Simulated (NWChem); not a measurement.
System: CH4FMoNO; SMILES [CH3][Mo](=[NH])(=[O])[F]

Input file for NWChem:

```
start job
memory heap 200 mb stack 900 mb global 1100 mb
geometry units angstroms noautoz
  Mo     0.044600    -0.032434    -0.014863
  O      0.551068     0.747054     1.372171
  N      0.990908     0.512063    -1.342788
  H      1.767608     1.090669    -1.661348
  F     -0.004829    -1.886092     0.084389
  C     -1.863667     0.735292    -0.428419
  H     -1.852480     1.831063    -0.522816
  H     -2.537728     0.450842     0.397024
  H     -2.221597     0.300599    -1.375785
end
basis spherical
  Mo library def2-svp
  O library def2-svp
  N library def2-svp
  H library def2-svp
  F library def2-svp
  C library def2-svp
end
ecp
  Mo library def2-ecp
end
dft
  xc b3lyp
  grid xfine
  iterations 150
  mulliken
end
task dft gradient
```

NWChem printed, in part:

```
             Northwest Computational Chemistry Package (NWChem) 7.3.0
             --------------------------------------------------------

 C1  symmetry detected

                             Geometry "geometry" -> ""
                             -------------------------

 Output coordinates in angstroms (scale by  1.889725989 to convert to a.u.)

  No.       Tag          Charge          X              Y              Z
 ---- ---------------- ---------- -------------- -------------- --------------
    1 Mo                  42.0000     0.07006210    -0.05736943     0.02313576
    2 O                    8.0000     0.99155117     0.28482456     1.37285271
    3 N                    7.0000     1.00087666     0.25790393    -1.38737748
    4 H                    1.0000     1.90179412     0.53666260    -1.77489470
    5 F                    9.0000    -0.69061910    -1.75095575    -0.01522636
    6 C                    6.0000    -1.41763817     1.42095361    -0.03364126
    7 H                    1.0000    -0.98839003     2.43357428    -0.04341059
    8 H                    1.0000    -2.05345946     1.30690042     0.86042213
    9 H                    1.0000    -2.01969770     1.28133475    -0.94611325

 Effective nuclear repulsion energy (a.u.)     488.6677991771

                                 NWChem DFT Module
                                 -----------------

 Summary of "ao basis" -> "ao basis" (spherical)
 ------------------------------------------------------------------------------
       Tag                 Description            Shells   Functions and Types
 ---------------- ------------------------------  ------  ---------------------
 Mo                         def2-svp                11       31   5s3p2d1f
 O                          def2-svp                 6       14   3s2p1d
 N                          def2-svp                 6       14   3s2p1d
 H                          def2-svp                 3        5   2s1p
 F                          def2-svp                 6       14   3s2p1d
 C                          def2-svp                 6       14   3s2p1d

            General Information
            -------------------
          SCF calculation type: DFT
          Wavefunction type:  closed shell.
          No. of atoms     :     9
          No. of electrons :    48
           Alpha electrons :    24
            Beta electrons :    24
          Charge           :     0
          Spin multiplicity:     1
          Use of symmetry is: off; symmetry adaption is: off
          Maximum number of iterations: 150
          AO basis - number of functions:   107
                     number of shells:    47
          Convergence on energy requested:  1.00D-06
          Convergence on density requested:  1.00D-05
          Convergence on gradient requested:  5.00D-04

              XC Information
              --------------
                         B3LYP Method XC Potential
                     Hartree-Fock (Exact) Exchange  0.200
                        Slater Exchange Functional  0.800 local
                    Becke 1988 Exchange Functional  0.720 non-local
              Lee-Yang-Parr Correlation Functional  0.810
                  VWN I RPA Correlation Functional  0.190 local

             Grid Information
             ----------------
          Grid used for XC integration:  xfine
          Radial quadrature: Mura-Knowles
          Angular quadrature: Lebedev.
          Tag              B.-S. Rad. Rad. Pts. Rad. Cut. Ang. Pts.
          ---              ---------- --------- --------- ---------
          Mo                  1.45      205          10.0      1454
          O                   0.60      100          11.0      1454
          N                   0.65      100          11.0      1454
          H                   0.35      100          12.0      1202
          F                   0.50      100          11.0      1454
          C                   0.70      100          11.0      1454
          Grid pruning is: on
          Number of quadrature shells:  1005
          Spatial weights used:  Erf1

      Superposition of Atomic Density Guess
      -------------------------------------

 Sum of atomic energies:        -345.14176133

      Non-variational initial energy
      ------------------------------

 Total energy =    -336.099309
 1-e energy   =    -921.464348
 2-e energy   =     364.436078
 HOMO         =      -0.368378
 LUMO         =      -0.053335

     ---------------------------------------------
      Total Density - Mulliken Population Analysis
     ---------------------------------------------

    Atom       Charge   Shell Charges
 -----------   ------   -------------------------------------------------------
    1 Mo  14    11.31  -0.39  1.56  0.87  0.29  0.07  5.95  0.28  0.10  2.15  0.36  0.08
    2 O    8     9.06   1.99  1.16  0.76  3.16  1.98  0.01
    3 N    7     8.01   1.99  1.10  0.57  2.62  1.72  0.01
    4 H    1     0.74   0.58  0.12  0.04
    5 F    9     9.66   1.99  1.15  0.81  3.54  2.17  0.00
    6 C    6     6.67   1.99  0.97  0.27  2.14  1.28  0.01
    7 H    1     0.85   0.64  0.17  0.03
    8 H    1     0.85   0.65  0.18  0.03
    9 H    1     0.85   0.64  0.18  0.03

   convergence    iter        energy       DeltaE   RMS-Dens  Diis-err
 ---------------- ----- ----------------- --------- --------- ---------
 d= 0,ls=0.0,diis     1   -338.0161911957 -5.59D+02  4.54D-02  3.54D+00
 d= 0,ls=0.0,diis     2   -331.1544076298  6.86D+00  3.77D-02  5.76D+01
 d= 0,ls=0.0,diis     3   -338.2778228184 -7.12D+00  8.50D-03  1.79D+00
 d= 0,ls=0.0,diis     4   -338.4110850445 -1.33D-01  3.72D-03  4.10D-01
 d= 0,ls=0.0,diis     5   -338.4340625805 -2.30D-02  2.01D-03  1.40D-01
  Resetting Diis
 d= 0,ls=0.0,diis     6   -338.4493631884 -1.53D-02  4.83D-04  8.54D-03
 d= 0,ls=0.0,diis     7   -338.4500871104 -7.24D-04  6.75D-04  1.51D-03
 d= 0,ls=0.0,diis     8   -338.4490419622  1.05D-03  5.41D-04  1.15D-02
 d= 0,ls=0.0,diis     9   -338.4501834512 -1.14D-03  1.32D-04  6.64D-04
 d= 0,ls=0.0,diis    10   -338.4502560250 -7.26D-05  1.46D-05  5.01D-06
 d= 0,ls=0.0,diis    11   -338.4502565262 -5.01D-07  4.58D-06  2.79D-07

         Total DFT energy =     -338.450256526200
      One electron energy =     -926.281045332033
           Coulomb energy =      407.533125932420
    Exchange-Corr. energy =      -40.631298124593
 Nuclear repulsion energy =      220.928960998006

 Numeric. integr. density =       48.000000036106

                       DFT Final Molecular Orbital Analysis
                       ------------------------------------

 Vector   22  Occ=2.000000D+00  E=-3.408830D-01
              MO Center= -2.5D-01,  3.4D-01, -3.0D-01, r^2= 3.2D+00
   Bfn.  Coefficient  Atom+Function         Bfn.  Coefficient  Atom+Function
  ----- ------------  ---------------      ----- ------------  ---------------
    15      0.351418  1 Mo d -2              50     -0.299050  3 N  py
    82     -0.262458  6 C  px                16     -0.226257  1 Mo d -1
    53      0.219869  3 N  py                 2      0.192943  1 Mo s
     4     -0.192393  1 Mo s                 83      0.169217  6 C  py
    98      0.151003  8 H  s                 70      0.148852  5 F  pz

 Vector   23  Occ=2.000000D+00  E=-3.145202D-01
              MO Center=  1.9D-01,  5.6D-01, -5.0D-01, r^2= 3.1D+00
   Bfn.  Coefficient  Atom+Function         Bfn.  Coefficient  Atom+Function
  ----- ------------  ---------------      ----- ------------  ---------------
    50      0.256014  3 N  py                49     -0.240174  3 N  px
    36     -0.221259  2 O  py                83      0.209588  6 C  py
    19      0.184839  1 Mo d  2              53     -0.185626  3 N  py
     7      0.181766  1 Mo py                52      0.171747  3 N  px
    51     -0.166442  3 N  pz                39     -0.153644  2 O  py

 Vector   24  Occ=2.000000D+00  E=-2.981569D-01
              MO Center=  6.0D-01,  2.9D-01, -5.1D-01, r^2= 3.1D+00
   Bfn.  Coefficient  Atom+Function         Bfn.  Coefficient  Atom+Function
  ----- ------------  ---------------      ----- ------------  ---------------
    51      0.343350  3 N  pz                35      0.316563  2 O  px
    54     -0.263236  3 N  pz                50      0.234655  3 N  py
    38      0.230140  2 O  px                53     -0.180788  3 N  py
     2      0.176276  1 Mo s                 49      0.176422  3 N  px
     7      0.135084  1 Mo py                82     -0.134597  6 C  px

[...]

                         DFT ENERGY GRADIENTS

    atom               coordinates                        gradient
                 x          y          z           x          y          z
   1 Mo      0.132398  -0.108412   0.043720    0.008651   0.003401   0.001094
   2 O       1.873760   0.538240   2.594315   -0.008456  -0.003080  -0.013002
   3 N       1.891383   0.487368  -2.621763   -0.006284  -0.002137   0.011182
   4 H       3.593870   1.014145  -3.354065   -0.001272  -0.000248   0.000577
   5 F      -1.305081  -3.308827  -0.028774    0.002960   0.005886   0.000099
   6 C      -2.678948   2.685213  -0.063573    0.003542  -0.003263   0.000104
   7 H      -1.867786   4.598789  -0.082034    0.000077  -0.000413  -0.000020
   8 H      -3.880476   2.469684   1.625962    0.000386  -0.000075  -0.000299
   9 H      -3.816675   2.421372  -1.787895    0.000394  -0.000071   0.000265
```

Level: B3LYP/def2-SVP with def2 effective core potentials on Mo. All runs use the structure optimised with PBE0/def2-SVP. No frequency run checked for a minimum. def2 effective core potentials on Mo; no spin-orbit coupling.
